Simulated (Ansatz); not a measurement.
One geometry of the cluster Zr₂Si₂, several levels of theory.

```yaml
crystal:
  periodic: [false, false, false]
  atoms:
    - {symbol: Zr, position_ang: [-0.045234, 1.488546, -0.638091]}
    - {symbol: Zr, position_ang: [0.081353, -1.307901, -0.952774]}
    - {symbol: Si, position_ang: [1.313638, -0.034165, 0.832046]}
    - {symbol: Si, position_ang: [-1.349747, -0.146479, 0.758819]}
basis:
  gaussian: {orbitals: def2-TZVP, initial_orbitals: start.molden}
correlation: {method: mp2}
scf: {omitted_lower_state_checks: [starts]}
output: {orbitals: {seedname: orbitals}}
```

The file start.molden holds the orbitals of an earlier run on this structure, at another level or in another basis.

```sh
$ ansatz run in.yaml --threads 2 --pin off --events-out ev --progress --plain --max-ram 4352MiB
```

It prints (some lines left out):

```
Functional definition: HF
1165 factors; integrals over basis functions are off by at most 6.1e-4 eV
mean field evaluation 1: about -18249.4514 eV, gradient 2.6e1 eV
mean field evaluation 2: about -18250.4106 eV, gradient 1.5e0 eV
mean field evaluation 4: about -18250.9346 eV, gradient 1.6e0 eV
mean field evaluation 8: about -18250.9499 eV, gradient 1.5e-3 eV
mean field -18250.94992107 eV, -670.7100386611 hartree, gradient 2.9e-6 eV, S^2 0.000000; 0 other end points of the search recorded, 0 dependent functions left out; unrestricted orbitals would lower it
mean field evaluation 16: about -18251.5836 eV, gradient 1.3e0 eV
10 core orbitals not correlated: weight in the atoms' cores, before any rotation towards them, 1.000 or more for the frozen orbitals, at most 0.000 for the correlated occupied ones
reference -18250.94992107 eV, -670.7100386611 hartree; 16, 16 occupied and 128, 128 virtual orbitals, 1165 factors
second order -26.07798390 eV of doubles, -0.00000000 eV of singles
Total energy: -18277.02790497 eV, -671.6683868931 hartree
Checks for a lower state left out: starts
```

Run time 4.3 s (2 threads of Arm Neoverse V1 on a shared host).

As the first input, with `hamiltonian: {xc: {text: "exchange = 0.50*pbe_x + 0.50*exact_x\ncorrelation = pbe_c"}}` and without the key `correlation` (abridged; 9 s):

```
Functional definition: unnamed
mean field -18304.66221050 eV, -672.6839288901 hartree, gradient 2.5e-5 eV, S^2 0.000000
Total energy: -18304.66223012 eV, -672.6839296111 hartree
Checks for a lower state left out: starts
```

The first input with `gaussian: {orbitals: "def2-QZVPP.json", initial_orbitals: start.molden}` (abridged; 22 s):

```
Functional definition: HF
mean field -18251.53092358 eV, -670.7313901094 hartree, gradient 2.4e-6 eV, S^2 0.000000; unrestricted orbitals would lower it
mean field evaluation 16: about -18250.9819 eV, gradient 7.5e0 eV
10 core orbitals not correlated: weight in the atoms' cores, before any rotation towards them, 1.000 or more for the frozen orbitals, at most 0.000 for the correlated occupied ones
second order -31.63741344 eV of doubles, -0.00000000 eV of singles
Total energy: -18283.16833702 eV, -671.8940436087 hartree
Checks for a lower state left out: starts
```

As the first input, with `hamiltonian: {xc: {name: PBE-QIDH}}` and without the key `correlation`, `output` (abridged; 12 s):

```
Functional definition: PBE-QIDH
mean field -18286.60575520 eV, -672.0203663970 hartree, gradient 2.4e-6 eV, S^2 0.000000; unrestricted orbitals would lower it
10 core orbitals not correlated: weight in the atoms' cores, before any rotation towards them, 1.000 or more for the frozen orbitals, at most 0.000 for the correlated occupied ones
second order -31.49927665 eV of doubles, -0.00000000 eV of singles
Total energy: -18297.10552601 eV, -672.4062258575 hartree
Checks for a lower state left out: starts
```

Geometry: B3LYP-D4/def2-SVP.

In the def2 sets Zr takes a core potential; there is no spin–orbit coupling. Correlated methods freeze 10 core orbitals; core or outer-core shells of Zr are correlated, in sets that lack core-valence functions. At MP2/def2-TZVP, MP2/def2-QZVPP, PBE-QIDH/def2-TZVP the restricted singlet (for correlated methods, its reference) is unstable: a solution with broken spin symmetry lies lower. The restricted singlet is unstable towards broken spin symmetry at other levels; at PBE with 50 % exact exchange/def2-TZVP this wasn't settled. The order of the spin states hangs on the level: the quintet lies 0.08 eV below the singlet at PBE0-D4/def2-TZVP, but 0.52 eV above it at PBE-QIDH/def2-TZVP. The structure comes from a short search, and lower isomers may exist.
